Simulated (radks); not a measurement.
Removal energies from neutral cerium, [Xe] 4f(5/2: 2, 7/2: 0) 6s2, by Delta-SCF beside the eigenvalue of the level emptied. All-electron calculation, Dirac Kohn-Sham, relativistic LDA (MacDonald-Vosko exchange, VWN5 correlation), spin-unpolarised, spherical densities, finite nucleus; Fermi nuclear charge, rms radius of each element as measured or else 0.836 A^(1/3) + 0.57 fm. Program: a radial shooting solver on a logarithmic mesh with Libxc functionals. Sub-shells are occupied by j as written (lower j first in brackets).

[
 {"removed from": "6s1/2", "final configuration": "[Xe] 4f(5/2: 2, 7/2: 0) 6s1", "Delta-SCF (eV)": "5.803", "-eigenvalue (eV)": "3.528"},
 {"removed from": "4f5/2", "final configuration": "[Xe] 4f(5/2: 1, 7/2: 0) 6s2", "Delta-SCF (eV)": "7.173", "-eigenvalue (eV)": "0.983"},
 {"removed from": "5p3/2", "final configuration": "[Kr] 4d10 4f(5/2: 2, 7/2: 0) 5s2 5p(1/2: 2, 3/2: 3) 6s2", "Delta-SCF (eV)": "24.566", "-eigenvalue (eV)": "20.004"},
 {"removed from": "5p1/2", "final configuration": "[Kr] 4d10 4f(5/2: 2, 7/2: 0) 5s2 5p(1/2: 1, 3/2: 4) 6s2", "Delta-SCF (eV)": "27.294", "-eigenvalue (eV)": "22.580"}
]
